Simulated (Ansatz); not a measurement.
Job for Ansatz (an electronic-structure program): R-wB97X-V/def2-TZVPPD on CH2O (a complex), monomers drawn apart or pushed together. Files ending in .json are basis or fitting sets from the Basis Set Exchange.

Ansatz 0.2 input:
```yaml
crystal:
  periodic: [false, false, false]
  atoms:
    - {symbol: C, position_ang: [0.16870368, 0.34907248, -0.09199768]}
    - {symbol: O, position_ang: [-0.18374212, -0.40427055, -0.84922749]}
    - {symbol: H, position_ang: [0.12653990, 0.26496671, 2.70716014]}
    - {symbol: H, position_ang: [-0.05954470, -0.13041177, 3.30962052]}
basis:
  gaussian:
    orbitals: def2-TZVPPD.json
hamiltonian:
  xc: {name: wB97X-V}
scf: {lower_state_search: off}
```

Task: Predict the final total energy.

Result: -114.4987 hartree.
